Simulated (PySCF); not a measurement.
# Calculated NMR data

[PySCF 2.14.0 with density-fitted response routines: PBE0/pcSseg-1 with gauge-including orbitals; structure optimised with GFN2-xTB; J: B3LYP/pcJ-1 (spin–dipole term left out of most H,H and C,H couplings); a single conformation; non-relativistic; equivalent nuclei averaged; no solvent]

Referencing at the same level of theory: ¹H (σ = 31.72 ppm) and ¹³C (σ = 186.93 ppm) against TMS. Multiplet labels drop J under 1 Hz and among equivalent protons, and merge close values. Unscaled 3J(H,H) run several per cent high. Splittings of carbon signals by F and P are missing where no couplings were computed. Where no couplings were computed, multiplicities follow the n + 1 count of equivalent neighbours, and m marks all less simple cases (inequivalent or close neighbours, rings, F or P nearby). Shifts are as computed. Against solution values, carbons near 30 ppm lie about +3 ppm off and those near 130 ppm about +5 ppm. Of 1211 compounds with measured shifts, 218 miss one by over three times the rms of a fit or turn the order of signals round; such compounds aren't used in these exercises.

Compound 1 (C$_{6}$H$_{8}$). ¹H NMR (500 MHz, computed): δ 5.68 (m, 2H), 5.16 (m, 2H), 2.66 (m, 4H). ¹³C{¹H} NMR (computed): δ 155.4, 111.2, 28.5. Structure: SMILES C1C(=C)C(=C)C1.

Compound 2 (C$_{6}$H$_{10}$). ¹H NMR (500 MHz, computed): δ 6.99 (m, 1H), 6.21 (m, 1H), 5.75 (m, 1H), 5.49 (m, 1H), 5.41 (m, 1H), 2.32 (m, 2H), 1.07 (t, 3H). ¹³C{¹H} NMR (computed): δ 143.4 (CH), 139.6 (CH), 136.1 (CH), 124.1 (CH2), 26.3 (CH2), 16.9 (CH3). Structure: `InChI=1S/C6H10/c1-3-5-6-4-2/h3,5-6H,1,4H2,2H3/b6-5-`.

Compound 3 (C$_{6}$H$_{7}$O$_{4}$P). ¹H NMR (500 MHz, computed): δ 6.29 (m, 1H), 4.20 (s, 3H), 4.01 (s, 3H). ¹³C{¹H} NMR (computed): δ 178.1, 174.5, 165.3, 108.7, 57.4, 52.8. Structure: SMILES COC(=O)c1oc(OC)cp1.
